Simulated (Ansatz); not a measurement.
`[SiH3]C1(Cl)C=C1`, relaxed with RKS PBE0-D4/def2-TZVP in Ansatz 0.2.0 from a PBE-D4/def2-SVP geometry. The force threshold is 0.005 eV/Å; the program also tests the step.

Charge 0, multiplicity 1.

Start:

```xyz
10

Si   -1.278    0.725    0.352
C     0.178   -0.461    0.091
Cl   -0.271   -2.061    0.933
C     1.627   -0.125    0.019
C     1.075   -0.555   -1.094
H    -0.955    2.040   -0.311
H    -2.522    0.150   -0.262
H    -1.498    0.950    1.821
H     2.500    0.199    0.594
H     1.144   -0.861   -2.143
```

```json
{"step": "1", "energy (eV)": "-23580.6590", "largest force (eV/Å)": "0.842", "largest move (Å)": "0.000"}
{"step": "2", "energy (eV)": "-23580.7078", "largest force (eV/Å)": "0.258", "largest move (Å)": "0.028"}
{"step": "3", "energy (eV)": "-23580.7132", "largest force (eV/Å)": "0.085", "largest move (Å)": "0.012"}
{"step": "4", "energy (eV)": "-23580.7134", "largest force (eV/Å)": "0.061", "largest move (Å)": "0.005"}
{"step": "5", "energy (eV)": "-23580.7136", "largest force (eV/Å)": "0.013", "largest move (Å)": "0.006"}
{"step": "6", "energy (eV)": "-23580.7136", "largest force (eV/Å)": "0.003", "largest move (Å)": "0.004"}
```

End:

```xyz
10

Si   -1.264    0.715    0.349
C     0.169   -0.464    0.096
Cl   -0.257   -2.048    0.919
C     1.601   -0.122    0.017
C     1.060   -0.545   -1.077
H    -0.922    2.003   -0.316
H    -2.495    0.153   -0.259
H    -1.480    0.945    1.799
H     2.460    0.202    0.581
H     1.128   -0.839   -2.110
```

Hardware: 4 threads of an Arm Neoverse V1 on a shared host. Wall time 24 s, peak host memory 0.53 GiB.
